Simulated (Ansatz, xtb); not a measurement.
# H8O2Si2Sn: 6 structures ranked

6 gas-phase structures of H8O2Si2Sn, from a drawn sample of its isomers (lower ones may exist). Each was relaxed with GFN2-xTB; where two conformers were screened, the lower at r2SCAN-D4/def2-SVP is listed:

A. `[SiH3]O[SiH2][O][SnH3]`, a singlet
B. `O[SiH2]O[SiH2][SnH3]`, a singlet
C. `O[SiH2][O][SnH2][SiH3]`, a singlet
D. `[SiH3][O][SnH2][O][SiH3]`, a singlet
E. `O[Si@H]([SnH3])O[SiH3]`, a singlet
F. `[OH][SnH2][SiH2]O[SiH3]`, a singlet

Problem. Make a reasoned guess at their ranking by r2SCAN-D4/def2-SVP single-point energy.

Solution. Calculated order at r2SCAN-D4/def2-SVP: A (0.0), B (3.4), E (4.8), C (13.6), D (20.5), F (26.0) kcal/mol.

Energies above the lowest of each column, in kcal/mol; the last columns are at PBE0-D4/def2-SVP geometries and were run for some of them only (a dash: not run or not comparable):

| structure | GFN2-xTB | HF/STO-3G | r2SCAN-D4/def2-SVP | PBE0-D4/def2-SVP | CCSD(T)/def2-SVP + ΔMP2/def2-TZVPP |
| --- | --- | --- | --- | --- | --- |
| A | 1.3 | 0.0 | 0.0 | 0.0 | 0.0 |
| B | 0.8 | 3.3 | 3.4 | 0.5 | 3.8 |
| E | 0.0 | 2.4 | 4.8 | – | – |
| C | 29.8 | 12.3 | 13.6 | – | – |
| D | 35.4 | 6.9 | 20.5 | 20.7 | 20.9 |
| F | 27.3 | 22.0 | 26.0 | – | – |

CCSD(T)/def2-SVP + ΔMP2/def2-TZVPP puts A lowest of those it was run on; GFN2-xTB picks E. Flexible structures stand in one conformer each, not always the lowest. B keeps a small imaginary mode. Frequencies (GFN2-xTB) were run for A, B, D alone. The ΔMP2 step shifts differences by up to 5.9 kcal/mol, which makes them less sure. Atoms past krypton carry core potentials in the def2 sets, without spin–orbit terms. ΔMP2 is the change of the MP2 energy from the smaller to the larger basis.

Over these structures GFN2-xTB departs from r2SCAN-D4/def2-SVP by 7.4 kcal/mol on average once a common shift is removed. A GFN2-xTB relaxation took about 0.17 s and the r2SCAN-D4/def2-SVP energy about 2.8 s on a shared host (Ansatz 0.2.0, xtb 6.7.1).
